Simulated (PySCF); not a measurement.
**How methods differ on the excitation energy of Ta²⁺**

Ta²⁺ [Xe] 4f14 5d3 (4F) → Ta²⁺ [Xe] 4f14 5d2 6s1 (4F), as a difference of total energies. All numbers are calculated (PySCF 2.14, a scalar-relativistic core potential, in def2-TZVPPD with the def2 core potential (60 electrons) (6s5p3d2f1g, 59 functions)). Correlated levels: valence and next inner shell: nothing frozen outside the core potential. The calculations carry no spin-orbit coupling.

```json
{"method": "UHF", "excitation energy (cm⁻¹)": "6245.4"}
{"method": "MP2 (valence and next inner shell)", "excitation energy (cm⁻¹)": "4884.4"}
{"method": "SCS-MP2 (valence and next inner shell)", "excitation energy (cm⁻¹)": "5181.5"}
{"method": "CCSD (valence and next inner shell)", "excitation energy (cm⁻¹)": "5148.2"}
{"method": "CCSD(T) (valence and next inner shell)", "excitation energy (cm⁻¹)": "5056.2"}
```

Problem. How much does correlation contribute at CCSD(T) (valence and next inner shell)?

Solution. 5056.2 − (6245.4) = -1189.2 cm⁻¹, measured against UHF.
